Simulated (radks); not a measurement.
Species: Ba32+. Configuration: [Ar] 3d6. Method: Dirac Kohn-Sham, relativistic LDA (MacDonald-Vosko exchange, VWN5 correlation), spin-unpolarised, spherical densities, finite nucleus; open shells fill j = l - 1/2 first; Fermi nuclear charge, rms radius 4.8378 fm; computed with a radial shooting solver on a logarithmic mesh with Libxc functionals.

Spin-orbit splittings of the eigenvalues, e(l+1/2) - e(l-1/2), with zeta = 2 splitting/(2l+1) and mean radii in bohr:

shell  occ.  splitting (eV)  zeta (eV)  <r> j=l-1/2  <r> j=l+1/2
2p        6           381.2      254.1      0.09170      0.09758
3p        6               ?          ?       0.2673       0.2774
3d        6           18.76      7.505       0.2446       0.2477

Estimate the 3p splitting.

Answer. 83.05 eV (zeta = 55.37 eV).
